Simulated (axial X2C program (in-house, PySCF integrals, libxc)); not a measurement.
**How long does VN⁻ take?**

A bond scan computed with an in-house relativistic program for diatomic molecules. Basis: V dyall-acv3z [11s11p7d4f2g], N dyall-av3z [7s7p3d2f] (cores contracted in-house).

Input file and command:
```json
{"zs": [23, 7], "q": -1, "bas": ["dyall-acv3z", "dyall-av3z"], "levels": ["PBE0", "HF", "B97-3"], "cc": true, "r0": 1.72, "thr": -2.0, "nmax": 90, "npts": 10, "nst": 2, "ntry": 6}
```
```bash
python so2c.py task.json out
```

Keys: zs atomic numbers; q charge; bas basis sets; levels methods; cc coupled cluster on or off; r0 starting distance in Å; thr threshold in hartree for freezing inner shells (an s shell follows its p shell); nmax most natural virtual spinors; npts points on the curve; nst determinants followed; ntry starts of the search. HF also brings MP2.

Hardware: 1 thread of Arm Neoverse V1, on a shared host.

Wall time of one point of each curve, integrals apart:

| Hamiltonian | level | points | seconds a point |
| --- | --- | --- | --- |
| spin-free | PBE0 | 7 | 1.4 |
| spin-free | HF | 7 | 0.94 |
| spin-free | CCSD(T) (11 electrons, 90 virtuals) | 7 | 7 |
| spin-free | B97-3 | 7 | 1.3 |
| 2c | PBE0 | 7 | 1.7 |
| 2c | HF | 7 | 1.5 |
| 2c | CCSD(T) (11 electrons, 90 virtuals) | 7 | 7.9 |
| 2c | B97-3 | 7 | 1.7 |

The rest:

Search with its distance optimisation 78 s, atoms 31 s, whole task 280 s. Coupled cluster runs on the points near the minimum only. The program drops outer points, and coupled cluster, when its time limit (not in the input) nears; MP2, further determinants and curves that did not converge are not in the table.
